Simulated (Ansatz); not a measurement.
Coupled-cluster diagnostics for [TcS4]- (TcS4⁻), Ansatz.

Geometry of the singlet (PBE0-D4/def2-SVPD):

Cartesian coordinates in Å:
```
Tc 0.000 0.000 0.000
S 0.605 2.004 -0.346
S -0.380 -0.277 2.069
S 1.541 -1.321 -0.619
S -1.766 -0.406 -1.104
```

In the def2 sets Tc takes a core potential; there is no spin–orbit coupling. Correlated methods freeze 20 core orbitals; core or outer-core shells of Tc are correlated, in sets that lack core-valence functions.

(1) Estimate the CCSD(T) correlation energy, the shares of MP2 and (T), T1 and the reference's ⟨S²⟩ for: charge -1, singlet, own geometry in def2-SVPD; charge 0, doublet, vertical in def2-SVPD; and the rough time on 2 threads of Arm Neoverse N1 on a shared host.

Answers

(1) 
| state | basis | correlation (eV) | MP2 share (%) | (T) share (%) | T1 | ⟨S²⟩ (pure) | wall time | remarks |
| --- | --- | --- | --- | --- | --- | --- | --- | --- |
| charge -1, singlet, own geometry | def2-SVPD | -31.756 | 104.6 | 8.2 | 0.025 | 0.00 (0.00) | 2.2 min | restricted SCF unstable |
| charge 0, doublet, vertical | def2-SVPD | -29.116 | 89.7 | 7.2 | 0.087 | 2.55 (0.75) | 6.9 min | flagged by the program, large T1, spin-contaminated |
Customary marks for T1 are 0.02 (closed shells), 0.045 (open shells) and about 0.05 (3d metals). T1 exceeds 0.02 in 2 of 2 rows and 0.045 in 1; the higher it lies, the less the single-reference result can be trusted.
